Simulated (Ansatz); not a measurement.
F6Re (SMILES [F][Re+]([F])([F])([F])([F])[F]), charge +1, singlet, geometry from GFN2-xTB (such geometries of metal compounds can be far from the true shape) (the multiplicity is a formal guess) (core potentials on Re); PBE0/def2-SVP (Ansatz, an electronic-structure program).

The Ansatz input:
Ansatz 0.2 input:
```yaml
crystal:
  periodic: [false, false, false]
  atoms:
    - {symbol: Re, position_ang: [0.00000000, -0.00000000, -0.00000000]}
    - {symbol: F, position_ang: [1.06169028, -0.44249112, -1.29720893]}
    - {symbol: F, position_ang: [-1.06169028, 0.44249112, 1.29720893]}
    - {symbol: F, position_ang: [-1.08091769, 0.73857109, -1.13660253]}
    - {symbol: F, position_ang: [-0.84271367, -1.50480895, -0.17640667]}
    - {symbol: F, position_ang: [0.84271367, 1.50480895, 0.17640667]}
    - {symbol: F, position_ang: [1.08091769, -0.73857109, 1.13660253]}
basis:
  gaussian:
    orbitals: def2-SVP
    fitting: {mean_field: def2-universal-JKFIT}
hamiltonian:
  xc: pbe0
total_charge: 1
```

It wrote (shortened):

```
Functional definition: PBE0
689 factors; integrals over basis functions are off by at most 8.4e-2 eV
mean field evaluation 1: about -18375.9202 eV, gradient 1.1e2 eV
mean field evaluation 2: about -18276.2790 eV, gradient 2.7e2 eV
mean field evaluation 4: about -18394.9847 eV, gradient 5.5e0 eV
mean field evaluation 8: about -18395.0438 eV, gradient 8.9e-2 eV
mean field -18395.04380792 eV, -676.0053913327 hartree, gradient 3.3e-5 eV, S^2 0.000000; 0 other end points of the search recorded, 0 dependent functions left out
reference -18395.04385527 eV, -676.0053930727 hartree; 34, 34 occupied and 82, 82 virtual orbitals, 689 factors
Total energy: -18395.04385527 eV, -676.0053930727 hartree
```
